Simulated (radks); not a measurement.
Numerical settings for the calcium ion Ca+, [Ar] 4s1. Calculated with a radial shooting solver on a logarithmic mesh with Libxc functionals: non-relativistic Kohn-Sham, r2SCAN, spin-unpolarised, spherical densities, point nucleus; meta-GGA in the generalised Kohn-Sham scheme. The defaults (mesh step 0.008 in ln r, mesh end at 40 bohr or more with all orbitals vanishing there, Anderson mixing 0.5 over 9 steps, residual threshold near 1e-9 with the energy settled to 1e-9 hartree or 1e-11 of itself, here a cap of 83 iterations) give E = -677.292 hartree and 4s at -8.820 eV in 11 iterations. Run on one thread of a shared host, so times are rough (Arm Neoverse N1): 0.09 s of CPU time, 0.09 s wall, 11 iterations on 2546 mesh points. Changes against that run (0 stands for a change within the tolerance of the run):

setting                     iterations         converged  E (mhartree)  e(4s) (meV)  CPU (s)
mesh step in ln r 0.12               2                no      diverged            -     0.01
mesh step in ln r 0.2               47                no      diverged            -     0.13
mesh step in ln r 0.012             11               yes             0            0     0.06
mesh end (bohr) 1                    9  level above zero      +1.1e+05    +1.09e+06     0.05
mesh end (bohr) 20                  11               yes             0            0     0.08
residual threshold 0.01              9               yes             0       -0.311     0.07
residual threshold 1e-13            83                no             0            0     0.39
mixing 1                            10               yes             0            0     0.08
linear mixing, mixing 0.2           68               yes             0      +0.0106     0.38
linear mixing, mixing 0.05          83                no       +0.0246        -43.8     0.48
mixing history 2                    15               yes             0      +0.0105     0.11
iteration cap 5                      5                no       +0.0219        +46.9     0.04

Settled on a wrong energy, with an occupied level pushed above zero by the early mesh end: mesh end (bohr) 1 (+110 hartree). Apart from these: no run marked as converged misses the energy by more than 1 mhartree. A mesh that ends early acts as a hard wall.
